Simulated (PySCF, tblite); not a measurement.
Isomers of C7H7O2 (doublet state), one GFN2-xTB conformer each. Single-point energies are computed at B3LYP/pcH-1 (PySCF, gas phase, no added dispersion term), electronic only. GFN2-xTB treats the open shell by occupation alone, and not every SCF solution was tested for stability.

```json
{"SMILES": "CCC1=[C]C(=O)CC1=O", "GFN2-xTB relative energy (kcal/mol)": "38.5"}
{"SMILES": "CC(=O)O[C]1C=CC=C1", "GFN2-xTB relative energy (kcal/mol)": "0.0"}
{"SMILES": "C=CC1=C(C)[C]1OC=O", "GFN2-xTB relative energy (kcal/mol)": "62.7"}
```

Conformers: `[CH3:1][CH2:2][C:3]1=[C:4][C:5](=[O:6])[CH2:7][C:8]1=[O:9]` (doublet state) with C1–C2–C3–C4 105°; `[CH3:1][C:2](=[O:3])[O:4][C:5]1[CH:6]=[CH:7][CH:8]=[CH:9]1` (doublet state) with C1–C2–O4–C5 178°, C2–O4–C5–C6 178°; `[CH2:1]=[CH:2][C:3]1=[C:4]([CH3:5])[C:6]1[O:7][CH:8]=[O:9]` (doublet state) with C1–C2–C3–C4 179°, C4–C6–O7–C8 -1°, C6–O7–C8–O9 -1°.

Task: What does B3LYP/pcH-1 give for the same structures?

Result: 
```tsv
SMILES	B3LYP/pcH-1 E (Eh)	B3LYP/pcH-1 (kcal/mol)	GFN2-xTB (kcal/mol)	point group
CC(=O)O[C]1C=CC=C1	-421.37537	0.0	0.0	–
CCC1=[C]C(=O)CC1=O	-421.33493	25.4	38.5	C1
C=CC1=C(C)[C]1OC=O	-421.27926	60.3	62.7	near Cs
```

Both levels put the same isomer lowest; measured from each level's own lowest isomer, the values differ by up to 13.1 kcal/mol (CCC1=[C]C(=O)CC1=O: 38.5 against 25.4). As drawn, the highest has a three-membered ring, which the lowest lacks.

Task: What happens when harmonic zero-point energies from GFN2-xTB frequencies are added?

Result: 
| SMILES | ZPE (kcal/mol) | electronic (kcal/mol) | with ZPE (kcal/mol) |
| --- | --- | --- | --- |
| CC(=O)O[C]1C=CC=C1 | 74.4 | 0.0 | 0.0 |
| CCC1=[C]C(=O)CC1=O | 75.0 | 25.4 | 25.9 |
| C=CC1=C(C)[C]1OC=O | 72.2 | 60.3 | 58.1 |

The zero-point energies span 2.8 kcal/mol. The order is unchanged.
